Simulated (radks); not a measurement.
Species: the boron ion B2+. Configuration: [He] 3s1 (not the ground configuration). Calculated with a radial shooting solver on a logarithmic mesh with Libxc functionals: non-relativistic Kohn-Sham, r2SCAN, spin-polarised, spherical densities, point nucleus; open shells are filled with parallel spins first; meta-GGA in the generalised Kohn-Sham scheme. Some entries of the table are withheld. Estimate them.

orbital  occ.  eigenvalue (hartree)  <1/r> (bohr^-1)  <r> (bohr)
1s up       1                   (1)              (2)      0.3257
1s down     1                   (3)              (4)      0.3258
2s up       0              -1.13218           0.9896       1.534
2p up       0              -0.94080           0.9148       1.436
3s up       1              -0.50600           0.3713       3.894
3d up       0              -0.35769           0.2645       4.229
4f up       0              -0.17353           0.1936       5.734

Answer. 
(1) 1s up eigenvalue (hartree): -8.27899
(2) 1s up <1/r> (bohr^-1): 4.685
(3) 1s down eigenvalue (hartree): -8.27160
(4) 1s down <1/r> (bohr^-1): 4.683
